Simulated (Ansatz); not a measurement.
Two members of one family (Series [CuL3]+), computed with Ansatz in the gas phase. The two geometries come from different levels. Names give formal oxidation states. A dash marks a value that wasn't run or was left out as unsound. The structures are stationary points that may keep the symmetry of their start. Remarks come from the PBE and PBE0 runs and from stability tests at other levels; not every state was tested. HOMO above LUMO (over both spins in singlets and doublets, within one spin in higher multiplets; at PBE or PBE0), or a gap under 0.15 eV within one spin, warns that the state may not be the lowest or that an electron is smeared out.

First: [Cu(PH3)3]+ (singlet, charge 1, B3LYP-D4/def2-SVP geometry).

```xyz
13

Cu    0.0004    0.0021   -0.0009
P    -0.9501   -1.5684   -1.4115
H    -0.2312   -2.0954   -2.5134
H    -2.1390   -1.1971   -2.0875
H    -1.3979   -2.7877   -0.8426
P     2.1084    0.8441   -0.4573
H     2.3502    1.3662   -1.7520
H     3.1968   -0.0616   -0.3856
H     2.6577    1.9021    0.3078
P    -1.1590    0.7270    1.8666
H    -1.3960    2.1194    1.9978
H    -0.5725    0.4903    3.1349
H    -2.4677    0.2589    2.1438
```

```tsv
level	HOMO (eV)	LUMO (eV)	gap (eV)	vertical IE (eV)	vertical EA (eV)	vertical triplet (eV)
PBE-D4/def2-SVP	-9.83	-5.36	4.46	–	–	–
PBE-D4/def2-TZVP	-10.21	-5.92	4.29	13.18	3.77	4.42
r2SCAN-D4/def2-TZVP	-10.33	-5.72	4.61	–	–	4.42
PBE0-D4/def2-SVP	-11.33	-4.42	6.92	–	–	–
PBE0-D4/def2-TZVP	-11.59	-5.01	6.58	13.28	3.53	4.64
```

Metal–donor distances: 3 × P 2.31 to 2.32 Å. Remarks: gap within one spin near zero at PBE or PBE0 (+2 doublet), gap within one spin near zero at PBE or PBE0 (triplet).

Second: [Cu(NH3)3]+ (singlet, charge 1, PBE-D4/def2-SVP geometry).

```xyz
13

Cu    0.0001   -0.0018   -0.0056
N     1.4543    0.1338    1.4201
H     2.1035   -0.6663    1.4503
H     1.0729    0.2089    2.3758
H     2.0554    0.9640    1.3059
N    -1.3248    1.5328   -0.2452
H    -2.2997    1.2525   -0.0565
H    -1.3351    1.9103   -1.2045
H    -1.1556    2.3477    0.3639
N    -0.1283   -1.6658   -1.1777
H    -0.8756   -1.6364   -1.8872
H    -0.3050   -2.5251   -0.6346
H     0.7378   -1.8545   -1.7047
```

Task: Estimate how these quantities change from the first to the second (second minus first).

Result: 
```tsv
level	Δ HOMO (eV)	Δ LUMO (eV)	Δ gap (eV)	Δ vertical IE (eV)	Δ vertical EA (eV)	Δ vertical triplet (eV)
PBE-D4/def2-SVP	2.26	0.50	-1.76	–	–	–
PBE-D4/def2-TZVP	1.84	0.81	-1.03	-0.49	-0.57	-0.06
r2SCAN-D4/def2-TZVP	1.95	1.16	-0.79	–	–	-0.04
PBE0-D4/def2-SVP	1.82	0.36	-1.46	–	–	–
PBE0-D4/def2-TZVP	1.41	0.75	-0.66	-0.78	-0.59	-0.29
```

Metal–donor distances: 3 × N 2.04 Å.
